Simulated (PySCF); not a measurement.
Start geometry of 3-nonyne (`CCC#CCCCCC`) from GFN2-xTB (Å):
```
atom  x, y, z in Å
C1     3.514    1.526    0.383
C2     3.474    0.124   -0.226
C3     2.305   -0.613    0.216
C4     1.338   -1.206    0.604
C5     0.162   -1.939    1.035
C6    -1.054   -1.630    0.154
C7    -1.519   -0.186    0.311
C8    -2.708    0.134   -0.591
C9    -3.195    1.566   -0.402
H10    4.398    2.061    0.041
H11    3.541    1.466    1.469
H12    2.631    2.091    0.093
H13    3.456    0.194   -1.319
H14    4.372   -0.431    0.062
H15    0.383   -3.010    0.995
H16   -0.061   -1.678    2.075
H17   -1.870   -2.306    0.423
H18   -0.795   -1.817   -0.891
H19   -0.690    0.484    0.073
H20   -1.800   -0.008    1.352
H21   -3.525   -0.558   -0.372
H22   -2.419   -0.016   -1.634
H23   -2.396    2.271   -0.622
H24   -3.519    1.726    0.624
H25   -4.033    1.777   -1.064
```

What comes out of this run: PySCF 2.14.0, PBE0-D3(BJ)/def2-SVP geometry optimisation, gas phase?

```
atom  x, y, z in Å
C1     3.584    1.657    0.473
C2     3.526    0.253   -0.125
C3     2.356   -0.511    0.298
C4     1.380   -1.124    0.678
C5     0.189   -1.859    1.090
C6    -1.053   -1.535    0.254
C7    -1.515   -0.092    0.384
C8    -2.712    0.247   -0.493
C9    -3.185    1.683   -0.336
H10    4.479    2.192    0.123
H11    3.615    1.616    1.572
H12    2.699    2.244    0.186
H13    3.534    0.315   -1.227
H14    4.437   -0.308    0.147
H15    0.398   -2.941    1.039
H16   -0.019   -1.643    2.154
H17   -1.867   -2.216    0.558
H18   -0.840   -1.761   -0.805
H19   -0.674    0.578    0.135
H20   -1.763    0.117    1.441
H21   -3.542   -0.445   -0.262
H22   -2.451    0.055   -1.549
H23   -2.383    2.396   -0.585
H24   -3.497    1.891    0.700
H25   -4.042    1.905   -0.991
```

The energy falls by 7.7 kJ/mol over 4 energy and gradient evaluations, the largest force component goes from 0.0206 to 4.4e-04 Eh/bohr, and the atoms move by 0.050 Å rms after alignment. Among the bonds, C3≡C4, C9–H23 and C9–H24 change most and about equally (+0.014 to +0.015 Å). Bonds longer at the end by more than 0.005 Å: 19 of 24; shorter: 1. Among the angles that change most is H13–C2–H14, from 108.0° to 105.5°. Rotational constants go from 2165, 641.5, 522.6 to 2125, 629.9, 511.6 MHz. The orientation of the end geometry is arbitrary; only internal coordinates are fixed.

The run used 206 basis functions and 28 SCF cycles in all. The run took about 1.9 min of CPU time (one thread, shared machine).

Stationary, but not proved a minimum. The numbers are those of one conformer.
